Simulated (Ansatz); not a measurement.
# Abstraction of Cl: C3H7Cl + C2H5ClGa → C3H7 + C2H5Cl2Ga

Species: C3H7Cl (2-chloropropane) `CC(C)Cl`, singlet; C2H5ClGa `C[CH2][Ga][Cl]`, doublet; C3H7 `C[CH]C`, doublet; C2H5Cl2Ga `C[CH2][Ga]([Cl])[Cl]`, singlet. A radical takes Cl: the energy is the difference in strength between the C–Cl bond broken and the Ga–Cl bond made.

Shapes, held fixed at every level: PBE0-D4/def2-TZVP. Flexible molecules stand in one conformer, not always the lowest. Programs: Ansatz 0.2.0. Electronic energies: no zero-point or thermal term.

```csv
level,kind,ΔE (kJ/mol),less CCSD(T)/def2-TZVPP,CPU time (sum over the molecules)
MP2/def2-SVP,perturbation theory,-83.6,-7.3,–
MP2/def2-TZVPP,perturbation theory,-71.7,+4.6,–
SPW92/def2-TZVPP,LDA,-47.9,+28.4,22 s
PBE-D4/def2-TZVPP,GGA,-61.7,+14.6,45 s
BHLYP-D4/def2-TZVPP,global hybrid,-87.0,-10.7,69 s
PBE0-D4/def2-TZVPP,global hybrid,-73.8,+2.5,63 s
r2SCAN0-D4/def2-TZVPP,global hybrid,-88.8,-12.5,1.7 min
CCSD(T)/def2-TZVPP,coupled cluster or CI,-76.3,0.0,83 min
```

The highest level, CCSD(T)/def2-TZVPP, gives ΔE = -76.3 kJ/mol; the levels span -88.8 to -47.9. The column of differences is taken from that level and isn't an error. No measured value is set beside it here. Open shells run unrestricted. Relativity is left out for Ga. Outer-core shells of Ga are correlated, in sets that cover them unevenly. Times are processor times on shared x86 and Arm servers, and rough.
